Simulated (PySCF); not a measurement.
Hexafluorodisiloxane, F6OSi2, SMILES F[Si](F)(F)O[Si](F)(F)F, CAM-B3LYP/def2-SVP optimised geometry. Atoms within 1.6 Å of the plane z = 0.0 Å (x, y, z in Å): O5 (-1.09, -1.52, -1.30), Si6 (-0.54, -0.75, 0.00), F7 (-1.05, -1.47, 1.32), F8 (-1.05, 0.75, 0.00), F9 (1.05, -0.75, 0.00).

Computed with CAM-B3LYP/def2-TZVP (PySCF). Cells within 0.4 Å of a nucleus heavier than hydrogen are left out (blank, or x).

Map of the Laplacian of the electron density (e/bohr⁵), clipped to [-1.50, 1.50] on the plane z = 0.0 Å:

```
|0000000000000000000000000000000|
|0000000000000000000000000000000|
|0000000000000000000000000000000|
|0000000000000000000000000000000|
|0000000000000000000000000000000|
|0000000000000000000000000000000|
|0000000011111100000000000000000|
|0000000111111111000000000000000|
|0000001112222111000000000000000|
|0000011125775211100000000000000|
|0000011258107521110000000000000|
|000011138xxxx731110000000000000|
|000011138xxxx731111111000000000|
|0000111372xx0631111111110000000|
|0000011246424321111111111000000|
|0000011123333321123443211100000|
|0000011111289993136777421100000|
|000000111159xx99240xx3731100000|
|00000011119xxxx933xxxx831110000|
|000000111189xxx924xxxx831100000|
|0000001111399996246008521100000|
|0000001111137841125675211100000|
|0000001111111111112222111000000|
|0000001111111111111111110000000|
|0000001111111111111111100000000|
|0000000111111111000000000000000|
|0000000001111100000000000000000|
|0000000000000000000000000000000|
|0000000000000000000000000000000|
|0000000000000000000000000000000|
|0000000000000000000000000000000|
```
Scale: ten equal steps from -0.156 (start of '0') to 1.50 (end of '9'), in the order '0123456789'; x runs from -3.50 to 3.50, y from -3.50 (bottom) to 3.50 (top).
